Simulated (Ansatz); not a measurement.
Reaction (ligand exchange at the Si–N bond): `N[Si](O)(F)Cl` + HBr → `O[Si](F)(Cl)Br` + NH₃

Calculated with Ansatz (gas phase, PBE0-D4/def2-TZVP geometries, no zero-point term in ΔE). CBS: MP2 limit from def2 TZ/QZ plus the TZ coupled-cluster correction, frozen cores. This one scheme is used for every species. Functionals use def2-TZVPP. For Br outer-core shells are correlated without core-valence functions, which leaves a few kJ/mol of doubt a bond. Scalar relativity is left out up to krypton. Each species was taken in one conformer, which may not be the lowest.

```csv
species,ωB97X-V energy (Eh)
`N[Si](O)(F)Cl`,-981.47847
HBr,-2574.52140
`O[Si](F)(Cl)Br`,-3499.44255
NH₃,-56.56247
```

Task: Work out ΔE.

Result: ΔE = (-3499.44255) + (-56.56247) − (-981.47847) − (-2574.52140) = -0.00515 Eh = -0.14 eV. CCSD(T)/CBS gives -0.17 eV.

Largest T1 diagnostic among the species: 0.010.

At CCSD(T), def2-SVP lies +0.09 eV from the extrapolated value and def2-TZVPP +0.06 eV. In def2-TZVPP, CCSD(T) changes the Hartree–Fock value by −0.05 eV (the triples alone add −0.02 eV) and MP2 by −0.11 eV.
